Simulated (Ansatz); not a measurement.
C$_{2}$H$_{5}$AlF$_{2}$O, SMILES `[OH][Al]([F])[CH2]CF`, one more setting.

```yaml
crystal:
  periodic: [false, false, false]
  atoms:
    - {symbol: O, position_ang: [1.034269, 1.199181, -1.646276]}
    - {symbol: Al, position_ang: [0.751203, -0.390913, -1.164588]}
    - {symbol: F, position_ang: [1.346789, -1.643715, -2.057076]}
    - {symbol: C, position_ang: [-0.278689, -0.745190, 0.442900]}
    - {symbol: C, position_ang: [-0.739884, 0.478112, 1.186384]}
    - {symbol: F, position_ang: [-1.471307, 0.118731, 2.313994]}
    - {symbol: H, position_ang: [1.526749, 1.463877, -2.421087]}
    - {symbol: H, position_ang: [-1.143690, -1.356621, 0.159130]}
    - {symbol: H, position_ang: [0.329236, -1.376042, 1.102143]}
    - {symbol: H, position_ang: [0.100386, 1.086992, 1.532622]}
    - {symbol: H, position_ang: [-1.389661, 1.108587, 0.572554]}
basis:
  gaussian: {orbitals: cc-pVTZ-DK, point_charges: [{charge: 1.00, position_ang: [5.251, 0.812, 0.874]}]}
hamiltonian: {xc: {name: wB97X-V}}
output: {forces: true}
```

```sh
$ ansatz run in.yaml --threads 4 --pin off --events-out ev --progress --plain --max-ram 10444MiB
```

It prints (some lines left out):

```
Functional definition: wB97X-V
1373 factors; their error is unknown
327 factors; integrals over basis functions are off by at most 7.7e-6 eV
mean field evaluation 1: about -16248.2332 eV, gradient 6.7e1 eV
mean field evaluation 2: about -16248.0341 eV, gradient 7.3e1 eV
mean field evaluation 4: about -16255.6584 eV, gradient 2.2e0 eV
mean field evaluation 8: about -16255.6753 eV, gradient 5.7e-2 eV
mean field evaluation 16: about -16255.6885 eV, gradient 1.6e-4 eV
mean field -16255.68854405 eV, -597.3855354925 hartree, gradient 4.8e-5 eV, S^2 0.000000; 0 other end points of the search recorded, 0 dependent functions left out
reference -16255.68854172 eV, -597.3855354069 hartree; 28, 28 occupied and 226, 226 virtual orbitals, 1373 factors
Total energy: -16255.68854172 eV, -597.3855354069 hartree
Relativity: scalar
Atom 0 at     1.034269     1.199181    -1.646276 Å, force     0.445934     0.306615     0.106741 eV/Å
Atom 1 at     0.751203    -0.390913    -1.164588 Å, force    -0.810642    -0.158882     0.057236 eV/Å
Atom 2 at     1.346789    -1.643715    -2.057076 Å, force     0.342498    -0.230139    -0.140513 eV/Å
Atom 3 at    -0.278689    -0.745190     0.442900 Å, force     0.197656    -0.161983    -0.046095 eV/Å
Atom 4 at    -0.739884     0.478112     1.186384 Å, force    -0.192681     0.184942     0.080493 eV/Å
Atom 5 at    -1.471307     0.118731     2.313994 Å, force     0.065850    -0.034536    -0.004507 eV/Å
Atom 6 at     1.526749     1.463877    -2.421087 Å, force    -0.113839     0.052770    -0.139804 eV/Å
Atom 7 at    -1.143690    -1.356621     0.159130 Å, force     0.033339    -0.004639    -0.013424 eV/Å
Atom 8 at     0.329236    -1.376042     1.102143 Å, force    -0.059339    -0.049652     0.068571 eV/Å
Atom 9 at     0.100386     1.086992     1.532622 Å, force     0.040971     0.061387     0.027332 eV/Å
Atom 10 at    -1.389661     1.108587     0.572554 Å, force     0.018883     0.012646    -0.009202 eV/Å
Dipole moment:     0.008555     0.137302    -0.352588 e Å
```

Run time 22 s (4 threads of a server CPU on a shared host); peak host memory 0.91 GiB.
